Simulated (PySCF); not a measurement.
C4H5FSi, SMILES F[SiH2]/C=C\C#C. Heavy atoms are numbered as in [CH:1]#[C:2]/[CH:3]=[CH:4]\[SiH2:5][F:6]. Hydrogens are named by the atom that carries them.

Coordinates come from a ωB97X-D3(BJ)/def2-SVP optimisation. The structure was generated by enumeration; whether it is a known compound was not checked. One conformer was computed; it need not be the lowest.

All values below come from PBE/pcSseg-1 in PySCF.

GIAO shieldings, no solvent; atoms alike by connectivity are averaged. δ = σ(ref) − σ: ¹³C against TMS (σ = 182.0 ppm); ²⁹Si against TMS (σ = 335.4 ppm); ¹⁹F against CFCl3 (σ = 133.6 ppm); ¹H against TMS (σ = 31.49 ppm), references at their B3LYP-D3(BJ)/def2-TZVP geometries, non-relativistic.

Computed chemical shifts:
```
nucleus       atoms  count  δ (ppm)
-------  ----------  -----  -------
¹³C         C4 (CH)      1    150.5
¹³C         C3 (CH)      1    134.7
¹³C         C1 (CH)      1     93.9
¹³C              C2      1     88.3
²⁹Si     Si5 (SiH2)      1     -4.5
¹⁹F              F6      1   -254.2
¹H          H on C4      1     6.80
¹H          H on C3      1     6.64
¹H         H on Si5      2     5.97
¹H          H on C1      1     3.63
```
